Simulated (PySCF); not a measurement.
## B: excitation energy

B [He] 2s2 2p1 (2P) → B [He] 2s2 3s1 (2S), as a difference of total energies. All numbers are calculated (PySCF 2.14, the spin-free X2C one-electron Hamiltonian (Gaussian nucleus), in aug-cc-pCVTZ-DK with one added diffuse shell each of s, p, d, f type (8s7p5d3f, 75 functions)). Correlated levels: valence and next inner shell: nothing frozen. The calculations carry no spin-orbit coupling.

```tsv
method	excitation energy (eV)
UHF	4.918
MP2 (valence and next inner shell)	5.024
SCS-MP2 (valence and next inner shell)	4.999
CCSD (valence and next inner shell)	4.901
CCSD(T) (valence and next inner shell)	4.912
```

Errors of the correlated levels include the incompleteness of this basis.

For comparison: 4.963 eV (measured; NIST levels, between the centres of gravity of the two terms).
